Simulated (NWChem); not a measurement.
Molecule: AlCl, singlet; SMILES [Al][Cl]

```xyz
2

Al     0.0000     0.0000    -1.2092
Cl     0.0000     0.0000     0.9377
```
Atoms are numbered in this order, from 1.

All runs: NWChem. Low-valent species are run as closed-shell singlets; no triplet was tried in these runs. Geometry: optimised at PBE0/def2-SVP. Ions are spin-unrestricted doublets at the neutral geometry; other ion states weren't tried.

| level | −ε(HOMO) (eV) |
|---|---|
| B3LYP/aug-cc-pVDZ | 6.90 |
| PBE/aug-cc-pVDZ | 6.12 |
| LDA (Slater exchange, VWN5)/aug-cc-pVDZ | 6.21 |
| PBE0/aug-cc-pVDZ | 7.06 |
| CAM-B3LYP/aug-cc-pVDZ | … |

Complete the blanks.


- CAM-B3LYP/aug-cc-pVDZ, −ε(HOMO) (eV): 8.27
